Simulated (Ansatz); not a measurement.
Tosylate (C₇H₇O₃S⁻), relaxed as a singlet with RKS PBE-D4/def2-SVP in Ansatz, starting from the GFN2-xTB geometry. Force threshold 0.03 eV/Å.

Start:

```csv
atom,x (Å),y (Å),z (Å)
C1,1.3602,-1.7620,-1.9571
C2,0.6509,-0.8843,-0.9624
C3,-0.2048,0.1224,-1.3956
C4,-0.8177,0.9623,-0.4804
C5,-0.5788,0.8029,0.8672
S6,-1.4292,1.8640,2.0640
O7,-0.5286,1.9403,3.2118
O8,-1.6275,3.1355,1.3724
O9,-2.6668,1.1294,2.3259
C10,0.2504,-0.2033,1.3129
C11,0.8686,-1.0440,0.4018
H12,1.5578,-2.7475,-1.5387
H13,0.7712,-1.8766,-2.8655
H14,2.3177,-1.3151,-2.2318
H15,-0.3843,0.2463,-2.4573
H16,-1.4769,1.7589,-0.7885
H17,0.4077,-0.2982,2.3760
H18,1.5302,-1.8308,0.7453
```

(1) Estimate the energy that the relaxation releases and the steps that it takes.

(2) Does the start keep its bonding and symmetry?

(3) Predict the relaxed structure.

Results:

(1) 6.4 kcal/mol, in 4 steps; 9.5 s on 4 threads of Arm Neoverse V1 on a shared host. No frequencies were taken in this run, so the end may be a saddle point.

(2) By distances, no bond broke or formed. The bond that changes most is S6–O7, from 1.46 to 1.50 Å (atoms count from 1). Point group Cs at the start, Cs at the end, both within 0.05 Å.

(3) 
```xyz
18

C     1.366   -1.791   -1.979
C     0.667   -0.898   -0.982
C    -0.196    0.134   -1.408
C    -0.815    0.990   -0.487
C    -0.592    0.826    0.890
S    -1.475    1.881    2.102
O    -0.536    1.947    3.272
O    -1.672    3.178    1.374
O    -2.735    1.107    2.355
C     0.270   -0.191    1.331
C     0.886   -1.045    0.405
H     1.562   -2.799   -1.559
H     0.768   -1.918   -2.905
H     2.352   -1.375   -2.289
H    -0.382    0.266   -2.489
H    -1.473    1.813   -0.806
H     0.448   -0.280    2.414
H     1.557   -1.846    0.761
```
Bond lengths: 7 × C–C 1.40 to 1.51 Å; 3 × O–S 1.50 Å; 1 × C–S 1.83 Å; 7 × C–H 1.10 to 1.11 Å.
